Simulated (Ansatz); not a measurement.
Two isomers of C2H6OSSi: A = `CC(=S)[SiH2]O`, B = `O=C[SiH2]CS`.

Isolated molecules relaxed with PBE0-D4/def2-TZVP in Ansatz; ΔE leaves out vibrations. CBS: MP2 limit from def2 TZ/QZ plus the TZ coupled-cluster correction, frozen cores. Functionals use def2-TZVPP. B3LYP here is the variant with VWN-RPA as its local correlation; programs differ in this. One conformer a species, not always the lowest.

A:

Z-matrix (Å, degrees):
```
C
C 1 1.487
H 1 1.096 2 109.7
H 1 1.096 2 109.8 3 -116.0
H 1 1.090 2 112.2 3 122.0
S 2 1.622 1 123.3 3 -121.6
Si 2 1.897 1 119.9 3 58.4
O 7 1.633 2 108.6 1 -179.8
H 7 1.487 2 108.2 1 -58.6
H 7 1.487 2 108.2 1 59.1
H 8 0.969 7 111.3 2 -0.2
```

B:

Z-matrix (Å, degrees):
```
Si
C 1 1.926
C 1 1.869 2 109.4
H 1 1.485 2 108.4 3 -121.9
H 1 1.493 2 105.5 3 121.6
O 2 1.207 1 122.8 3 -2.5
H 2 1.117 1 118.4 3 178.8
S 3 1.817 1 110.6 2 -61.0
H 3 1.093 1 109.7 2 -177.4
H 3 1.091 1 112.5 2 63.4
H 8 1.343 3 96.1 1 63.1
```

Question: Which isomer does CCSD(T)/CBS put lower? Give the gap. (Best estimate.)

Answer: The calculation gave: A, by 156.2 kJ/mol.

Question: Give E(B) − E(A) in kJ/mol with PBE-D4, r2SCAN-D4, B2PLYP, B3LYP-D4, PBE0-D4, MP2/def2-TZVPP, CCSD(T)/def2-TZVPP. (Estimate.)

Answer: Computed: PBE-D4 139.9, r2SCAN-D4 152.3, B2PLYP 152.6, B3LYP-D4 146.6, PBE0-D4 144.5, MP2/def2-TZVPP 163.2, CCSD(T)/def2-TZVPP 151.4. None reverses the order clearly.

Largest T1 diagnostic: 0.015.

In def2-TZVPP, CCSD(T) changes the Hartree–Fock value by +8.7 kJ/mol (the triples alone add +2.7 kJ/mol) and MP2 by +20.5 kJ/mol. From PBE to PBE0 (25 % exact exchange), in def2-TZVPP and without D4, E(B) − E(A) moves by +4.8 kJ/mol.
